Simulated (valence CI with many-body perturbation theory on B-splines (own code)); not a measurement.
**E1 line list for Pm⁴⁶⁺**

Computed by valence CI with perturbative core correlation (CI+MBPT): five valence electrons over a frozen Dirac-Fock core [Ne], radial functions for each j: 9 s, 9 p, 8 d, 6 f, 3 g, 1 h, with the one-electron correlation potential Σ1, the two-electron term Σ2, the three-electron term Σ3, Breit, model QED; selected CI, second order for the rest (own B-spline code, finite nucleus).

The last digits are not significant, and no measured levels were compared; by estimate large intervals hold to a few tenths of a per cent, small ones and those within an open d or f shell to about a per cent. Among the levels kept, up to 580 cm⁻¹ of a level comes from second order outside the variational space, and about a tenth of that is noise between levels of different J, which matters for small intervals.

Lines 101 to 150 of 203 in falling wavelength, among levels below 4097.3 × 10³ cm⁻¹, chosen from the strongest by gf and those to the six lowest levels. Wavelengths and rates use the calculated energies. Electric multipoles are in the length gauge, E1 and E2 with the static RPA response of the core. Weak lines are less certain than strong ones. Lines between different terms over intervals too small for the method are left out, as are lines whose strength nearly cancels. Where a level lies close to another of its J and parity, the split of strength between their lines is uncertain. The highest levels of a list are the least certain.

Levels are named by their leading jj configuration (3d3/2^4 stands for four electrons in 3d with j = 3/2), which in mixed levels can hold well under half, so a name can repeat and another be missing. Letters in brackets count levels of one name in rising energy.

| λ vac (nm) | Upper | Lower | A (s⁻¹) | S (a.u.) with core polarisation | S without |
| --- | --- | --- | --- | --- | --- |
| 6.578 | (3s^2 3p1/2 3d3/2^2) J=5/2 | (3s^2 3p1/2 3p3/2 3d3/2) J=5/2 [a] | 2.68e+09 | 2.26e-03 | 2.29e-03 |
| 6.542 | (3s^2 3p3/2^2 3d3/2) J=5/2 | (3s^2 3p3/2^3) J=3/2 | 1.48e+09 | 1.23e-03 | 1.25e-03 |
| 6.396 | (3s 3p1/2^2 3p3/2 3d3/2) J=3/2 [b] | (3s 3p1/2^2 3p3/2^2) J=5/2 | 2.28e+09 | 1.18e-03 | 1.20e-03 |
| 6.377 | (3s^2 3p1/2 3p3/2 3d5/2) J=3/2 [a] | (3s^2 3p1/2 3p3/2^2) J=1/2 | 4.28e+08 | 2.19e-04 | 2.22e-04 |
| 6.364 | (3s^2 3p1/2 3p3/2 3d3/2) J=3/2 [b] | (3s^2 3p1/2 3p3/2^2) J=1/2 | 4.49e+07 | 2.28e-05 | 2.31e-05 |
| 6.360 | (3s^2 3p1/2 3p3/2 3d3/2) J=1/2 [b] | (3s^2 3p1/2 3p3/2^2) J=1/2 | 3.65e+08 | 9.27e-05 | 9.53e-05 |
| 6.338 | (3s 3p1/2^2 3p3/2 3d5/2) J=5/2 | (3s 3p1/2^2 3p3/2^2) J=3/2 | 1.90e+09 | 1.43e-03 | 1.45e-03 |
| 6.196 | (3s^2 3p1/2 3p3/2 3d3/2) J=5/2 [b] | (3s^2 3p1/2 3p3/2^2) J=5/2 | 1.11e+09 | 7.83e-04 | 7.98e-04 |
| 6.175 | (3s^2 3p1/2 3p3/2 3d5/2) J=7/2 [a] | (3s^2 3p1/2 3p3/2^2) J=5/2 | 4.29e+08 | 3.99e-04 | 4.05e-04 |
| 6.102 | (3s 3p1/2^2 3p3/2 3d5/2) J=3/2 | (3s 3p1/2^2 3p3/2^2) J=3/2 | 1.43e+10 | 6.41e-03 | 6.50e-03 |
| 6.099 | (3s 3p1/2^2 3p3/2 3d5/2) J=3/2 | (3s 3p1/2^2 3p3/2^2) J=1/2 | 5.91e+09 | 2.65e-03 | 2.68e-03 |
| 6.010 | (3s^2 3p1/2 3p3/2 3d5/2) J=3/2 [a] | (3s^2 3p1/2 3p3/2^2) J=5/2 | 8.23e+08 | 3.53e-04 | 3.56e-04 |
| 6.006 | (3s^2 3p3/2^2 3d5/2) J=1/2 | (3s^2 3p3/2^3) J=3/2 | 1.42e+10 | 3.03e-03 | 3.08e-03 |
| 5.999 | (3s^2 3p1/2 3p3/2 3d3/2) J=3/2 [b] | (3s^2 3p1/2 3p3/2^2) J=5/2 | 3.60e+09 | 1.53e-03 | 1.56e-03 |
| 5.999 | (3s^2 3p3/2^2 3d3/2) J=3/2 [b] | (3s^2 3p3/2^3) J=3/2 | 2.81e+09 | 1.20e-03 | 1.22e-03 |
| 5.915 | (3s^2 3p1/2 3p3/2 3d3/2) J=5/2 [b] | (3s^2 3p1/2 3p3/2^2) J=3/2 | 5.95e+09 | 3.65e-03 | 3.71e-03 |
| 5.880 | (3s^2 3p1/2 3p3/2 3d5/2) J=5/2 [a] | (3s^2 3p1/2 3p3/2^2) J=5/2 | 2.60e+10 | 1.57e-02 | 1.59e-02 |
| 5.750 | (3s 3p1/2^2 3p3/2 3d3/2) J=5/2 [a] | (3s^2 3p1/2^2 3d5/2) J=5/2 | 1.31e+07 | 7.39e-06 | 7.59e-06 |
| 5.745 | (3s^2 3p1/2 3p3/2 3d5/2) J=3/2 [a] | (3s^2 3p1/2 3p3/2^2) J=3/2 | 1.58e+10 | 5.93e-03 | 6.01e-03 |
| 5.735 | (3s^2 3p1/2 3p3/2 3d3/2) J=3/2 [b] | (3s^2 3p1/2 3p3/2^2) J=3/2 | 1.69e+10 | 6.29e-03 | 6.39e-03 |
| 5.731 | (3s^2 3p1/2 3p3/2 3d3/2) J=1/2 [b] | (3s^2 3p1/2 3p3/2^2) J=3/2 | 2.63e+09 | 4.88e-04 | 4.96e-04 |
| 5.704 | (3s 3p1/2^2 3p3/2 3d3/2) J=3/2 [a] | (3s^2 3p1/2^2 3d5/2) J=5/2 | 5.54e+08 | 2.03e-04 | 2.06e-04 |
| 5.673 | (3s 3p1/2^2 3p3/2 3d5/2) J=5/2 | (3s 3p1/2^2 3p3/2^2) J=5/2 | 4.83e+10 | 2.61e-02 | 2.65e-02 |
| 5.666 | (3s^2 3p1/2^2 3d5/2) J=5/2 | (3s^2 3p1/2^2 3p3/2) J=3/2 | 6.47e+10 | 3.48e-02 | 3.53e-02 |
| 5.626 | (3s^2 3p1/2 3p3/2 3d5/2) J=5/2 [a] | (3s^2 3p1/2 3p3/2^2) J=3/2 | 8.98e+09 | 4.74e-03 | 4.81e-03 |
| 5.577 | (3s 3p1/2^2 3p3/2 3d3/2) J=7/2 | (3s^2 3p1/2^2 3d5/2) J=5/2 | 4.52e+09 | 3.10e-03 | 3.15e-03 |
| 5.574 | (3s 3p1/2^2 3p3/2 3d5/2) J=1/2 | (3s 3p1/2^2 3p3/2^2) J=3/2 | 1.33e+10 | 2.27e-03 | 2.30e-03 |
| 5.572 | (3s 3p1/2^2 3p3/2 3d5/2) J=1/2 | (3s 3p1/2^2 3p3/2^2) J=1/2 | 1.26e+11 | 2.15e-02 | 2.19e-02 |
| 5.526 | (3s^2 3p1/2 3p3/2 3d5/2) J=3/2 [b] | (3s^2 3p1/2 3p3/2^2) J=1/2 | 9.72e+10 | 3.24e-02 | 3.29e-02 |
| 5.484 | (3s 3p1/2^2 3p3/2 3d5/2) J=3/2 | (3s 3p1/2^2 3p3/2^2) J=5/2 | 1.73e+10 | 5.63e-03 | 5.72e-03 |
| 5.470 | (3s^2 3p1/2 3p3/2 3d5/2) J=1/2 | (3s^2 3p1/2 3p3/2^2) J=1/2 | 1.46e+11 | 2.37e-02 | 2.40e-02 |
| 5.466 | (3s 3p1/2^2 3p3/2 3d5/2) J=7/2 [a] | (3s 3p1/2^2 3p3/2^2) J=5/2 | 1.12e+11 | 7.21e-02 | 7.32e-02 |
| 5.396 | (3s^2 3p1/2 3p3/2 3d5/2) J=7/2 [b] | (3s^2 3p1/2 3p3/2^2) J=5/2 | 2.00e+11 | 1.24e-01 | 1.26e-01 |
| 5.364 | (3s^2 3p1/2 3p3/2 3d5/2) J=5/2 [b] | (3s^2 3p1/2 3p3/2^2) J=5/2 | 3.76e+10 | 1.72e-02 | 1.75e-02 |
| 5.249 | (3s^2 3p1/2 3p3/2 3d5/2) J=3/2 [b] | (3s^2 3p1/2 3p3/2^2) J=5/2 | 4.04e+10 | 1.15e-02 | 1.17e-02 |
| 5.239 | (3s 3p1/2^2 3p3/2 3d3/2) J=3/2 [b] | (3s^2 3p1/2^2 3d5/2) J=5/2 | 4.51e+09 | 1.28e-03 | 1.30e-03 |
| 5.169 | (3s 3p1/2^2 3p3/2 3d5/2) J=7/2 [b] | (3s 3p1/2^2 3p3/2^2) J=5/2 | 9.96e+10 | 5.43e-02 | 5.52e-02 |
| 5.152 | (3s^2 3p1/2 3p3/2 3d5/2) J=5/2 [b] | (3s^2 3p1/2 3p3/2^2) J=3/2 | 3.32e+11 | 1.34e-01 | 1.37e-01 |
| 5.046 | (3s^2 3p1/2 3p3/2 3d5/2) J=3/2 [b] | (3s^2 3p1/2 3p3/2^2) J=3/2 | 3.71e+09 | 9.42e-04 | 9.57e-04 |
| 4.999 | (3s^2 3p1/2 3p3/2 3d5/2) J=1/2 | (3s^2 3p1/2 3p3/2^2) J=3/2 | 6.79e+10 | 8.37e-03 | 8.51e-03 |
| 4.983 | (3s 3p1/2^2 3p3/2 3d3/2) J=5/2 [b] | (3s^2 3p1/2^2 3d5/2) J=5/2 | 3.42e+09 | 1.25e-03 | 1.27e-03 |
| 4.903 | (3s 3p1/2 3p3/2^3) J=3/2 [a] | (3s^2 3p1/2 3p3/2^2) J=1/2 | 1.76e+10 | 4.09e-03 | 4.16e-03 |
| 4.847 | (3s 3p1/2^2 3p3/2 3d3/2) J=5/2 [a] | (3s^2 3p1/2^2 3d3/2) J=3/2 | 8.37e+08 | 2.82e-04 | 2.87e-04 |
| 4.814 | (3s 3p1/2^2 3p3/2 3d3/2) J=3/2 [a] | (3s^2 3p1/2^2 3d3/2) J=3/2 | 7.23e+09 | 1.59e-03 | 1.62e-03 |
| 4.793 | (3s 3p1/2^2 3p3/2 3d3/2) J=1/2 [a] | (3s^2 3p1/2^2 3d3/2) J=3/2 | 8.44e+08 | 9.18e-05 | 9.33e-05 |
| 4.744 | (3s 3p1/2^2 3p3/2 3d5/2) J=5/2 | (3s^2 3p1/2^2 3d5/2) J=5/2 | 6.36e+10 | 2.01e-02 | 2.05e-02 |
| 4.739 | (3s 3p1/2^2 3p3/2^2) J=5/2 | (3s^2 3p1/2^2 3p3/2) J=3/2 | 1.04e+11 | 3.29e-02 | 3.34e-02 |
| 4.684 | (3s 3p1/2 3p3/2^3) J=3/2 [a] | (3s^2 3p1/2 3p3/2^2) J=5/2 | 2.02e+10 | 4.09e-03 | 4.17e-03 |
| 4.611 | (3s 3p1/2^2 3p3/2 3d5/2) J=3/2 | (3s^2 3p1/2^2 3d5/2) J=5/2 | 3.63e+10 | 7.03e-03 | 7.15e-03 |
| 4.598 | (3s 3p1/2^2 3p3/2 3d5/2) J=7/2 [a] | (3s^2 3p1/2^2 3d5/2) J=5/2 | 1.59e+10 | 6.12e-03 | 6.21e-03 |
